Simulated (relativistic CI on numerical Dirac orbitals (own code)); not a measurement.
# Ce²⁺ (4f2) in a crystal field

Calculated by Dirac-Coulomb-Breit CI, separate exchange-only KLI orbitals for each configuration, model QED, valence Slater integrals scaled by 0.8, one configuration in a parametric crystal field (own radial code).

Field parameters in Wybourne normalisation; cubic f-shell fields have B⁴₄ = √(5/14) B⁴₀ and B⁶₄ = −√(7/2) B⁶₀. The field is a parameter set, without covalency.

S is read from ⟨S²⟩ = S(S + 1).

Powder χT (cm³ K mol⁻¹) by Van Vleck's formula, with temperature-independent terms:

| Field | 2 K | 5 K | 10 K | 20 K | 50 K | 100 K | 200 K | 300 K |
| --- | --- | --- | --- | --- | --- | --- | --- | --- |
| C2v, B20 = 270, B22 = 140, B40 = 140, B42 = -190, B44 = -60, B60 = 260, B62 = 10, B64 = -50, B66 = -370 cm⁻¹ | 0.491 | 0.901 | 1.11 | 1.25 | 1.4 | 1.53 | 1.61 | 1.65 |
| Oh, B40 = -510, B60 = 290 cm⁻¹ | 1.02 | 1.04 | 1.06 | 1.12 | 1.27 | 1.46 | 1.58 | 1.63 |
| Oh, B40 = 1610, B60 = 270 cm⁻¹ | 0.0209 | 0.0523 | 0.105 | 0.209 | 0.521 | 0.958 | 1.37 | 1.52 |
| Oh, B40 = -1110, B60 = 310 cm⁻¹ | 1.02 | 1.03 | 1.04 | 1.07 | 1.17 | 1.31 | 1.5 | 1.59 |
| Oh, B40 = -1770, B60 = -390 cm⁻¹ | 0.984 | 0.995 | 1.01 | 1.05 | 1.15 | 1.27 | 1.43 | 1.52 |
| Oh, B40 = -330, B60 = 530 cm⁻¹ | 0.032 | 0.08 | 0.173 | 0.457 | 1.01 | 1.32 | 1.51 | 1.59 |

**Question.** For Oh, B40 = -330, B60 = 530 cm⁻¹: what effective moment follows at 300 K?

**Answer.** μ_eff = √(8χT) = 3.56 μB. The LS value g√(J(J + 1)) of the free ion's ³H4 level is 3.58 μB. The ground level is a non-magnetic singlet, so χT starts at zero and rises through temperature-independent paramagnetism and the filling of excited levels.
